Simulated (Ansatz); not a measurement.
A run of Ansatz (development build ahead of 0.2.0) on singlet AlCl₃ at this shape:

```xyz
4

Al    0.0000    0.0000    0.0000
Cl    2.0789    0.0000    0.0000
Cl   -1.0395    1.8004    0.0000
Cl   -1.0395   -1.8004    0.0000
```

Its results:

```
Converged                       : yes
Reference energy                : -1620.65188 hartree
Correlation energy              : -0.45264 hartree
Total energy                    : -1621.10452 hartree
Spin squared of the determinant : 0.000
```

(1) Which input gives this output? Name the method, the orbitals and the basis set, and write the input.

Results:

(1) RHF-MP2 in cc-pVDZ. An unrestricted run that stays on the closed shell gives the same numbers.

```yaml
crystal:
  periodic: [false, false, false]
  atoms:
    - { symbol: Al, position_ang: [0.0, 0.0, 0.0] }
    - { symbol: Cl, position_ang: [2.07895, 0.0, 0.0] }
    - { symbol: Cl, position_ang: [-1.03947, 1.80042, 0.0] }
    - { symbol: Cl, position_ang: [-1.03947, -1.80042, 0.0] }
basis:
  gaussian: { orbitals: cc-pVDZ }
hamiltonian:
  xc: hf
correlation:
  method: mp2
  frozen_orbitals: { Al: 5, Cl: 5 }
```
